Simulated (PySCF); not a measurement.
Below is a simulated gas-phase Si 2p photoelectron spectrum of `C#C[Si](Cl)(Cl)C#C` (Si(CCH)2Cl2).

Every computed line was given a Gaussian of 0.5 eV full width at half maximum and an area set by the number of equivalent atoms (split 2:1 within a doublet); the highest printed point is 100. Theory: delta-SCF UKS SCAN, pcX-2 on the ionised atom, pcseg-1 elsewhere, spin-free X2C (PySCF 2.14.0).

(binding energy (eV), intensity): (108.4, 0), (108.5, 2), (108.6, 7), (108.7, 18), (108.8, 39), (108.9, 66), (109.0, 91), (109.1, 100), (109.2, 90), (109.3, 69), (109.4, 51), (109.5, 45), (109.6, 48), (109.7, 51), (109.8, 46), (109.9, 34), (110.0, 21), (110.1, 10), (110.2, 4), (110.3, 1), (110.4, 0)

Problem. How many maxima does the curve show, and how many computed lines lie under it?

Solution. The curve has 2 maxima (at 109.1 and 109.7 eV). Under it lie 2 lines from 1 inequivalent silicon site, drawn as a 2p3/2, 2p1/2 pair.

Problem. Decompose the envelope and assign each component. Bonds: Si1–C2, Si1–C5, Si1–Cl8, Si1–Cl9, C2–C3, C5–C6. Hydrogens: H4 on C3; H7 on C6.

Solution. 
```csv
position (eV),relative area,line,atoms,environment
109.09,0.67,Si 2p3/2,Si1,silicon bonded to 2 C and 2 Cl
109.72,0.33,Si 2p1/2,Si1,silicon bonded to 2 C and 2 Cl
```

The curve has no shake-up lines and no vibrational structure. The 2p values aren't plain energy differences: one relaxed spin-free 2p hole is combined with a matrix within the shell (ground-state 2p orbital-energy differences and spin–orbit coupling). 2p3/2, the mean of its two sublevels, lies a third of the splitting below the shell's mean and 2p1/2 two thirds above it; the statistical areas are 2:1. 2p1/2 minus 2p3/2 (ligand field included): Si 0.63 eV. Geometry: PBE0-D3(BJ)/def2-SVP; no solvent, vibrations or thermal averaging.

Time: 39 s; peak memory 0.53 GiB. Hardware: Arm Neoverse V1, one thread (shared host).
